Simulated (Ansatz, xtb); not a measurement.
# Ranking isomers of C5H5NSSe

5 gas-phase structures of C5H5NSSe, from a drawn sample of its isomers (lower ones may exist). Each was relaxed with GFN2-xTB; where two conformers were screened, the lower at r2SCAN-D4/def2-SVP is listed:

A. `CC(=S)c1cnc[se]1`, a singlet
B. `C=Nc1ccc([SeH])s1`, a singlet
C. `[H]/N=C\c1ccc([SeH])s1`, a singlet
D. `CC(=S)c1ncc[se]1`, a singlet
E. `C=Cc1cc(S)[se]n1`, a singlet

Which do you expect lowest at r2SCAN-D4/def2-SVP, and how would the others follow?

Calculated order at r2SCAN-D4/def2-SVP: D (0.0), A (2.8), C (10.4), B (16.2), E (19.0) kcal/mol.

Energies above the lowest of each column, in kcal/mol; the last columns are at B3LYP-D3(BJ)/def2-SVP geometries (a dash: not run or not comparable):

```csv
structure,GFN2-xTB,HF/STO-3G,r2SCAN-D4/def2-SVP,B3LYP-D3(BJ)/def2-SVP,CCSD(T)/def2-SVP + ΔMP2/def2-TZVPP
D,0.0,1.5,0.0,0.0,0.0
A,1.8,2.0,2.8,2.3,1.5
C,16.5,0.0,10.4,8.3,5.1
B,11.9,6.3,16.2,13.9,–
E,13.2,4.1,19.0,16.9,–
```

CCSD(T)/def2-SVP + ΔMP2/def2-TZVPP puts D lowest of those it was run on; HF/STO-3G picks C. Flexible structures stand in one conformer each, not always the lowest. Frequencies (GFN2-xTB) were run for A, C, D alone. ΔMP2 is the change of the MP2 energy from the smaller to the larger basis.

Over these structures GFN2-xTB departs from r2SCAN-D4/def2-SVP by 3.2 kcal/mol on average once a common shift is removed. A GFN2-xTB relaxation took about 0.19 s and the r2SCAN-D4/def2-SVP energy about 2.2 s on a shared host (Ansatz 0.2.0, xtb 6.7.1).
